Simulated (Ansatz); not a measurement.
Geometry optimisation, DFT PBE, scalar-relativistic, plane waves, PAW (Ansatz 0.2.0).

input.yaml

```yaml
crystal:
  lattice:
    - [7.398, 0.0, 0.0]
    - [-3.699, 6.406856, 0.0]
    - [0.0, 0.0, 12.0]
  atoms:
    - { symbol: C, position: [0.0, 0.0, 0.0833333] }
    - { symbol: C, position: [0.2222222, 0.1111111, 0.0833333] }
    - { symbol: C, position: [0.0, 0.3333333, 0.0833333] }
    - { symbol: C, position: [0.2222222, 0.4444444, 0.0833333] }
    - { symbol: C, position: [0.0, 0.6666667, 0.0833333] }
    - { symbol: C, position: [0.2222222, 0.7777778, 0.0833333] }
    - { symbol: C, position: [0.3333333, 0.0, 0.0833333] }
    - { symbol: C, position: [0.5555556, 0.1111111, 0.0833333] }
    - { symbol: C, position: [0.3333333, 0.3333333, 0.0833333] }
    - { symbol: C, position: [0.5555556, 0.4444444, 0.0833333] }
    - { symbol: C, position: [0.3333333, 0.6666667, 0.0833333] }
    - { symbol: C, position: [0.5555556, 0.7777778, 0.0833333] }
    - { symbol: C, position: [0.6666667, 0.0, 0.0833333] }
    - { symbol: C, position: [0.8888889, 0.1111111, 0.0833333] }
    - { symbol: C, position: [0.6666667, 0.3333333, 0.0833333] }
    - { symbol: C, position: [0.8888889, 0.4444444, 0.0833333] }
    - { symbol: C, position: [0.6666667, 0.6666667, 0.0833333] }
    - { symbol: C, position: [0.8888889, 0.7777778, 0.0833333] }
    - { symbol: "N", position: [0.1083634, 0.0424237, 0.195], spin: 1.0 }
magnetization:
  spin_polarized: true
basis:
  ecutwfc: 420.0
kpoints:
  mp_grid: { grid: [2, 2, 1] }
hamiltonian:
  xc: pbe
scf:
  occupations: { method: gaussian, width: 0.05 }
  lower_state_search: "off"
relax:
  f_tol: 0.03
  max_steps: 60
  adjacent_minimum: "off"
```

Run as:

```bash
$ ansatz run input.yaml --threads 2 --pin off --max-ram 5120MiB --backend cpu --events-out ev --progress --plain --runs-dir out
```

Where does it end, and by what steps?

The run converged. Limits of this set-up: coarse k mesh, slab without dipole correction, a typed lattice constant that wasn't relaxed here. After 7 steps the energy has fallen by 0.982 eV; C2 moved furthest, 0.32 Å.

```
step  energy less start (eV)  largest force component (eV/Å)  accepted
   0                  0.0000                           1.935       yes
   1                 -0.5763                           1.666       yes
   2                 -0.8288                           1.415       yes
   3                 -0.9562                           0.563       yes
   4                 -0.9763                           0.247       yes
   5                 -0.9815                           0.086       yes
   6                 -0.9800                           0.104        no
   7                 -0.9821                           0.016       yes
```

```xyz
19
Lattice="7.3980 0.0000 0.0000 -3.6990 6.4069 0.0000 0.0000 0.0000 12.0000" Properties=species:S:1:pos:R:3
C -0.043 -0.030 1.316
C 1.279 0.733 1.317
C -1.236 2.126 0.968
C 0.008 2.844 0.968
C -2.471 4.266 0.968
C -1.227 4.984 0.968
C 2.496 -0.016 1.003
C 3.700 0.704 0.900
C 1.238 2.162 1.003
C 2.465 2.844 0.899
C 0.010 4.272 0.922
C 1.231 4.976 0.912
C 4.934 -0.002 0.899
C 6.138 0.719 1.002
C 3.705 2.134 0.912
C 4.925 2.838 0.922
C 2.470 4.266 0.899
C 3.697 4.948 1.003
N 0.617 0.352 2.558
```

Whether the end is a true minimum wasn't checked by a vibrational analysis.

Time of the run: 90 s on 2 threads of Arm Neoverse V1, with other jobs on the host, peak memory 0.85 GiB.
